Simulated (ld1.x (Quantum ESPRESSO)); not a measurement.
# How hard is this zirconium (Zr) PAW potential?

Zr (Z = 40), PAW, made with ld1.x (Quantum ESPRESSO) 7.5 (LDA (PZ), scalar-relativistic). Core [Ar] 3d10, reference 4s2 4p6 4d2 5s1.5 5p0.5. Waves: 4s (bound): rcut 1.55, rcutus 1.80 bohr; 5s (bound): rcut 1.55, rcutus 1.80 bohr; 4p (bound): rcut 2.45, rcutus 2.70 bohr; 5p (bound): rcut 2.45, rcutus 2.70 bohr; 4d (bound): rcut 2.70, rcutus 2.85 bohr; 4d channel at 0.2 Ry: rcut 2.70, rcutus 2.85 bohr. Local part: all-electron potential smoothed inside 2.70 bohr (lloc = -1). Core correction: a·sin(br)/r model core, default radius (ld1.x builds one for every PAW set, though the input has nlcc=.false.). Augmentation charge: BG, radius 1.60 bohr.

The pseudo-atom Hamiltonian at the reference potential is diagonalised in spherical Bessel functions j_l(qr) that vanish at 20 bohr, with q² up to the cutoff. All-electron valence levels (Ry): 4s -4.0532, 5s -0.3662, 4p -2.4351, 5p -0.1372, 4d -0.3148.

**Question.** How do the lowest levels (Ry) of each channel move with the cutoff, and are there ghosts?

**Answer.**

| cutoff (Ry) | s #1 | s #2 | s #3 | p #1 | p #2 | p #3 | d #1 | d #2 | f #1 | Σ f·Δε (mRy) |
| --- | --- | --- | --- | --- | --- | --- | --- | --- | --- | --- |
| 8 | -3.9699 | -0.3396 | -0.0110 | -2.4266 | -0.0915 | 0.0438 | -0.2962 | 0.0355 | 0.0896 | 318.5 |
| 12 | -4.0407 | -0.3565 | -0.0134 | -2.4347 | -0.1060 | 0.0391 | -0.3143 | 0.0344 | 0.0896 | 59.0 |
| 18 | -4.0527 | -0.3641 | -0.0145 | -2.4350 | -0.1354 | 0.0310 | -0.3148 | 0.0343 | 0.0896 | 6.2 |
| 21 | -4.0529 | -0.3653 | -0.0147 | -2.4350 | -0.1365 | 0.0307 | -0.3149 | 0.0343 | 0.0896 | 2.9 |
| 30 | -4.0530 | -0.3663 | -0.0148 | -2.4351 | -0.1371 | 0.0306 | -0.3149 | 0.0343 | 0.0896 | 0.6 |
| 40 | -4.0532 | -0.3663 | -0.0149 | -2.4351 | -0.1372 | 0.0305 | -0.3149 | 0.0343 | 0.0896 | 0.2 |
| 400 | -4.0532 | -0.3664 | -0.0149 | -2.4351 | -0.1372 | 0.0305 | -0.3149 | 0.0343 | 0.0896 | 0.0 |

Result: no extra level below or beside the all-electron valence levels (s, p, d, f tested); 10 mRy is reached at 18 Ry and 1 mRy at 30 Ry.

Test run stopped at test 4 of 9 (negative rho).
